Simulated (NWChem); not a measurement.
# C2H3FO2Si; SMILES FC=C1O[SiH2]O1

```xyz
9

F     -0.3929     2.6026     0.0000
C      0.5524     1.6608     0.0000
C      0.2437     0.3652     0.0000
O     -0.9978    -0.2186     0.0000
Si    -0.2095    -1.7300     0.0000
O      1.1365    -0.6821     0.0000
H      1.5845     2.0111     0.0000
H     -0.3841    -2.5379     1.2311
H     -0.3841    -2.5379    -1.2311
```
Atoms are numbered in this order, from 1.

All runs: NWChem. Geometry: optimised at PBE0/def2-SVP. Level: PBE/def2-SVP with SMD (1 M gas to 1 M solution), gas-phase geometry. Reactions with the solvent are ignored.

```
solvent             dielectric constant  solvation free energy (kcal/mol)  cavity-dispersion-structure term (kcal/mol)  dipole in solution (D)
------------------  -------------------  --------------------------------  -------------------------------------------  ----------------------
water                              78.4                              -1.8                                          4.1                    3.81
chlorobenzene                      5.70                              -3.4                                          0.0                    3.67
cyclohexanone                      15.6                              -3.6                                          0.4                    3.77
anisole                            4.22                              -3.0                                          0.2                    3.62
dimethyl sulfoxide                 46.8                              -3.4                                          0.8                    3.82
diethyl ether                      4.24                              -3.9                                         -0.7                    3.62
```
